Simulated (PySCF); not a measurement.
## Steps of a relaxation of [TlH2]+

[TlH2]+ (singlet). PySCF 2.14.0, RKS PBE0, Tl def2-SVP with ECP60, H def2-SVP; non-relativistic Hamiltonian with scalar-relativistic core potentials where named; density fitting; no spin-orbit coupling. Origin of the start: template. Columns: position (Å) and force (eV/Å). Energies are counted from the last step; some of the 7 steps are shown. Forces carry noise of the integration grid, about 0.01 to 0.03 eV/Å.

Run from Python with OMP_NUM_THREADS=2. Where DIIS fails, smearing, a level shift and second-order steps follow.
It took 6.8 s on 2 threads of AMD EPYC 7571 (shared host), from the converged density of the start.

```xyz
3
step 0  E = 1.490 eV
Tl    0.0000    0.0000   -0.0078     0.00    0.00    2.79
H     1.7981    0.0000    0.7969    -1.36    0.00   -1.39
H    -1.7981    0.0000    0.7969     1.36    0.00   -1.39
```

```xyz
3
step 2  E = 0.027 eV
Tl    0.0000    0.0000    0.4566     0.00    0.00    0.47
H     1.6606    0.0000    0.5646     0.12    0.00   -0.24
H    -1.6606    0.0000    0.5646    -0.12    0.00   -0.24
```

```xyz
3
step 4  E = 0.000 eV
Tl    0.0000    0.0000    0.5313     0.00    0.00   -0.02
H     1.6655    0.0000    0.5273     0.06    0.00    0.01
H    -1.6655    0.0000    0.5273    -0.06    0.00    0.01
```

Question: Where does the relaxation end?

Answer: It converges at step 6 in D∞h:
```xyz
3
step 6  E = 0
Tl    0.0000    0.0000    0.5287
H     1.6698    0.0000    0.5286
H    -1.6698    0.0000    0.5286
```

Question: How did the contacts change?

Answer: 
```
   contact  start (Å)  end (Å)
Tl1–H2 (H)      1.970    1.670
Tl1–H3 (H)      1.970    1.670
```
